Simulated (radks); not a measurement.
The numbers below are computed, except where a source is named.
Species: Tl I. Configuration: [Xe] 4f14 5d9 6s2 6p2 (not the ground configuration). Code: a radial shooting solver on a logarithmic mesh with Libxc functionals. Model: non-relativistic Kohn-Sham, BLYP, spin-polarised, spherical densities, point nucleus; open shells are filled with parallel spins first (spin-orbit coupling, left out, can overturn this in heavy ions); relativity is left out, which matters for an element this heavy.

Radial electron density D(r) = 4 pi r^2 rho(r):

```
   r/bohr * D(r) (the largest magnitude, 147, reaches the edge; | marks zero)
 0.001858 |    *
  0.00218 |     *
 0.002559 |       *
 0.002979 |         *
 0.003496 |           *
  0.00407 |              *
 0.004776 |                  *
 0.005604 |                      *
 0.006524 |                          *
 0.007656 |                              *
 0.008985 |                                 *
  0.01046 |                                    *
  0.01227 |                                      *
  0.01429 |                                      *
  0.01677 |                                     *
  0.01968 |                                    *
  0.02291 |                                   *
  0.02688 |                                   *
   0.0313 |                                      *
  0.03673 |                                          *
   0.0431 |                                                *
  0.05018 |                                                     *
  0.05888 |                                                      *
   0.0691 |                                                    *
  0.08044 |                                               *
   0.0944 |                                             *
   0.1099 |                                              *
    0.129 |                                                 *
   0.1513 |                                                   *
   0.1762 |                                               *
   0.2068 |                                      *
   0.2426 |                               *
   0.2825 |                              *
   0.3315 |                                 *
   0.3859 |                                  *
   0.4528 |                             *
   0.5314 |                    *
   0.6186 |             *
    0.726 |         *
   0.8452 |        *
   0.9918 |       *
    1.164 |     *
    1.355 |    *
     1.59 |  *
    1.866 | *
    2.172 |*
    2.549 |*
    2.968 |*
    3.483 *
    4.087 *
    4.758 *
    5.583 *
    6.552 *
    7.628 *
    8.951 *
    10.42 *
    12.23 *
```

D(r) has 4 maxima, at r = 0.0140, 0.0575, 0.147, 0.371 bohr, and minima at 0.0242, 0.0983, 0.267 bohr, inside which lie 1.93, 11.46, 30.55 electrons.
